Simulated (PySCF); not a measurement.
# Low-lying terms of Sn⁴⁸⁺ (tin, charge +48)

Ground state 1s2, ¹S. Calculation: PySCF 2.14, in an even-tempered Gaussian basis (18 s from 6.27 bohr⁻², ratio 2.5; 9 p from 7.62 bohr⁻², ratio 2.7; 7 d from 8.28 bohr⁻², ratio 2.7; 3 f from 670 bohr⁻², ratio 2.7); scalar relativity by spin-free X2C-1e. Vertical excitation energies in eV without spin-orbit coupling; excited terms of each kind are numbered among those the solver found. Frozen: nothing.

| term | leading excitation | EOM-EE-CCSD |
| --- | --- | --- |
| 1 3S | 1s → s | 25698.5 |
| 1 1S | 1s → s | 25769.4 |
| 1 3P° | 1s → p | 25956.7 |
| 1 1P° | 1s → p | 26001.6 |
| 2 3S | 1s → s | 30533.0 |
| 2 1S | 1s → s | 30551.6 |
| 2 3P° | 1s → p | 30609.1 |
| 2 1P° | 1s → p | 30621.4 |
| 1 3D | 1s → d | 30660.6 |
| 1 1D | 1s → d | 30661.2 |
| 2 3D | 1s → d | 32263.2 |
| 2 1D | 1s → d | 32263.5 |

The spin-orbit splitting of the hole, absent here, rivals or exceeds the spacing of these terms, so the LS terms are model states.

Only the lower part of the computed list is shown. Doubly excited terms such as np² are absent. The solver can miss terms. The 8 highest virtual orbitals were dropped.
